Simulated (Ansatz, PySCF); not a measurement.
Species: sum formula H₂SiO₂F, charge 0, multiplicity 2. It need not be the lowest isomer of its formula. 
Geometry from a B3LYP-D3(BJ)/def2-TZVP (Ansatz, a quantum-chemistry and plane-wave program) optimisation:
```
Si
F 1 1.6015
O 1 1.6363 2 105.43
H 3 0.9619 1 117.75 2 -163.97
O 1 1.6456 2 111.15 3 -116.55
H 5 0.9618 1 118.46 2 -70.13
```
Charge 0, spin multiplicity 2.

Total electronic energies in hartree. Correlated levels leave the core frozen unless marked. Open shells are spin-unrestricted. Spin-orbit coupling is left out. Non-relativistic. Basis-set limits of correlation are two-point, X^-3; Hartree-Fock from the larger set.

| level | program | energy (Eh) |
|---|---|---|
| HF/def2-TZVPD | PySCF | -539.52526 |
| PBE/def2-TZVPD | Ansatz | [?] |
| B3LYP-D4/def2-TZVPD | Ansatz + dftd4 | -541.25879 |
| TPSSh-D3(BJ)/def2-TZVPD | PySCF + dftd3 | -541.23892 |
| TPSSh-D4/def2-TZVPD | PySCF + dftd4 | -541.23951 |
| SCS-MP2/6-31G* | Ansatz | -539.92620 |
| CCSD(T)/6-31G | Ansatz | -539.61696 |
| CCSD(T)/6-31G* | Ansatz | -539.97444 |
| CCSD(T)/CBS(cc-pV(T+d)Z,cc-pV(Q+d)Z) | Ansatz | -540.5268 |

Question: Complete the blanks.

Answer: 
- PBE/def2-TZVPD, energy (Eh): -540.83230
